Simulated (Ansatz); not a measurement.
Species: C$_{4}$H$_{9}$O, SMILES `C1CC[OH+]C1` with one electron removed (charge 2, multiplicity 2).

Task: Give a relaxed geometry from Ansatz (a quantum-chemistry and plane-wave program) with PBE0-D4/def2-TZVP.

Result: Several could match; the one computed here: the end point of this relaxation, one of several conformers (outside a Z-matrix the atoms follow the SMILES, hydrogens last).
Cartesian coordinates (Å) in one orientation:
```xyz
14

C      0.383    -1.036    -0.388
C     -1.024    -0.469    -0.279
C     -0.920     0.972     0.104
O      0.543     1.187     0.219
C      1.309    -0.084     0.285
H      0.373    -1.049    -1.540
H      0.591    -2.099    -0.188
H     -1.350    -1.239     0.514
H     -1.814    -0.689    -1.021
H     -1.411     1.175     1.067
H     -1.277     1.677    -0.652
H      0.841     1.917     0.800
H      1.505    -0.336     1.332
H      2.251     0.072    -0.253
```
